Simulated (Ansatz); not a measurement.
Ideal-gas functions of F$_{3}$HMoOS, SMILES `[OH][Mo]([F])([F])([F])=[S]` at 500 K and 1 bar, from an Ansatz frequency run at PBE0-D4/def2-TZVP.

Molar mass 202.01 g/mol, point group Cs (symmetry number 1), electronic degeneracy 1, moments of inertia 235.361, 268.908, 272.999 u Å². Harmonic wavenumbers (cm⁻¹, unscaled): 81, 118, 212, 217, 262, 270, 334, 395, 557, 604, 642, 698, 714, 762, 3868.

Use S(trans) = R[1.5 ln M + 2.5 ln T − 1.1517]; rotational temperatures θ = 24.2544 K / I; S(rot) = R[ln(√π/σ · √(T³/θAθBθC)) + 1.5]; for each mode x = 1.438777 ν̃/T, S = R[x/(eˣ − 1) − ln(1 − e⁻ˣ)] and H = RT x/(eˣ − 1); 1 cm⁻¹ = 0.0119627 kJ/mol; R = 8.31446 J/(mol·K).

Problem. By hand: the entropy, in J/(mol·K).

Solution. Translation 185.8. Rotation: θ = 0.1031, 0.0902, 0.0888 K, giving 124.3. Vibration, mode by mode: 20.44, 17.33, 12.55, 12.36, 10.86, 10.62, 8.96, 7.68, 5.23, 4.69, 4.30, 3.79, 3.65, 3.27, 0.00, in all 125.7. Electronic 0.0. Sum 435.8 J/(mol·K).

Problem. By hand: H − E and G − E in kJ/mol, counted from the electronic energy.

Solution. Zero-point energy ½ × 9734 × 0.0119627 = 58.2; thermal vibration 31.8; translation, rotation and pV give 4 RT = 16.6. H − E = 106.6 kJ/mol, and G − E = 106.6 − 500 × 435.8/1000 = -111.3 kJ/mol.

Vibration gives 29 % of the entropy, 37.8 J/(mol·K) of it from the modes under 150 cm⁻¹: soft modes count most, and the harmonic formula is weakest for them. The sum counts one conformer and one mirror image; others add a mixing term.
